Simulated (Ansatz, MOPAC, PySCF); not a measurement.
Noncovalent pair: HF (SMILES F) (first 2 atoms) with CH4O (SMILES CO); geometry from B3LYP-D3(BJ)/def2-TZVP, rigid monomers moved along the line of their centres of mass till H2···O4 is 2.95 Å.
(charge 0, multiplicity 1):
```csv
atom,x (Å),y (Å),z (Å)
F,0.0851,0.0129,0.2358
H,-0.2159,-0.0603,1.1336
C,0.4696,0.4311,4.8274
O,-0.5998,-0.1286,4.0536
H,0.1979,0.4833,5.8835
H,0.6286,1.4382,4.4496
H,1.3913,-0.1428,4.7084
H,-0.7748,-1.0285,4.3490
```

Interaction energies are E(AB) − E(A) − E(B) at the monomers' geometry in the complex; basis-set methods are counterpoise corrected. Rows marked so take none.

Cores are frozen in the correlated methods. Rows in 6-31G*, STO-3G carry no dispersion term and start afresh at each structure (6-31G* with six Cartesian d functions). MP2/6-31G* freezes PySCF's default core. The state that PM3 reach isn't checked.

The values were computed with Ansatz (a program for electronic structure) with Gaussian orbitals; MOPAC for PM3 (differences of heats of formation); PySCF for 6-31G* rows, STO-3G rows, the dispersion terms. 

```tsv
level	interaction energy (kJ/mol)
PM3	-5.0
HF/STO-3G (no counterpoise)	-5.6
HF/aug-cc-pVTZ	-12.9
PBE0-D4/def2-TZVPPD	-13.3
M06-2X/6-31G* (no counterpoise)	[?]
wB97X-V/def2-TZVPPD	-13.3
wB97M-V/def2-TZVPPD	-13.0
MP2/6-31G*	-13.5
MP2/aug-cc-pVDZ	-13.0
```

What belongs in the gaps?


- M06-2X/6-31G* (no counterpoise), interaction energy (kJ/mol): -15.7
